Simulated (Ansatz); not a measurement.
Reaction (formal exchange of groups at the Si–N bond): `N#C[SiH2]N[SiH3]` + `C#N` → `N#C[SiH2]C#N` + `N[SiH3]`

Isolated molecules relaxed with PBE0-D4/def2-TZVP in Ansatz; ΔE leaves out vibrations. CCSD(T)/CBS adds triple-zeta CCSD(T) − MP2 to the extrapolated MP2 energy (def2 sets, frozen cores). This one scheme is used for every species. DFT in def2-TZVPP. B3LYP here is the variant with VWN-RPA as its local correlation; programs differ in this. One conformer a species, not always the lowest.

CCSD(T)/CBS gives +42.4 kJ/mol.

**Question.** Another level gave +43.4 kJ/mol. Which?
A. HF/def2-TZVPP
B. BLYP/def2-TZVPP
C. r2SCAN-D4/def2-TZVPP
D. B3LYP/def2-TZVPP

**Answer.** A. HF/def2-TZVPP 43.4, r2SCAN-D4 38.3, B3LYP 34.2, BLYP 29.6 kJ/mol.

Largest T1 diagnostic among the species: 0.014.

The D4 term adds +6.5 kJ/mol with B3LYP and +3.7 kJ/mol with PBE0; it sums over pairs of atoms, weighted by their polarisabilities, and B3LYP, whose exchange is more repulsive, gets the larger term. From r2SCAN to r2SCAN0 (25 % exact exchange), in def2-TZVPP and without D4, ΔE moves by +3.1 kJ/mol.
